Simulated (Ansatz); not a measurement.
Two shapes of singlet AlCl₄(-).

Shape 1:

```xyz
5

Al    0.0000    0.0000    0.0000
Cl    1.2486    1.2486    1.2486
Cl    1.2486   -1.2486   -1.2486
Cl   -1.2486    1.2486   -1.2486
Cl   -1.2486   -1.2486    1.2486
```

Shape 2:

```xyz
5

Al    0.0000    0.0000    0.0000
Cl    1.3484    1.3484    1.3484
Cl    1.3484   -1.3484   -1.3484
Cl   -1.3484    1.3484   -1.3484
Cl   -1.3484   -1.3484    1.3484
```

Basis set: cc-pVDZ (spherical functions). Left uncorrelated: 25 orbitals. Charge -1, multiplicity 1.

Computed with Ansatz (development build ahead of 0.2.0); each method stands on the lowest determinant of its kind that the runs found.

(1) Which shape is lower in energy, and by how much in each method?

Results:

(1)

```csv
method,E(2) − E(1) (eV)
RHF,0.501
RHF-MP2,0.523
```

Shape 1 is lower. Caution: no diffuse functions for an anion.
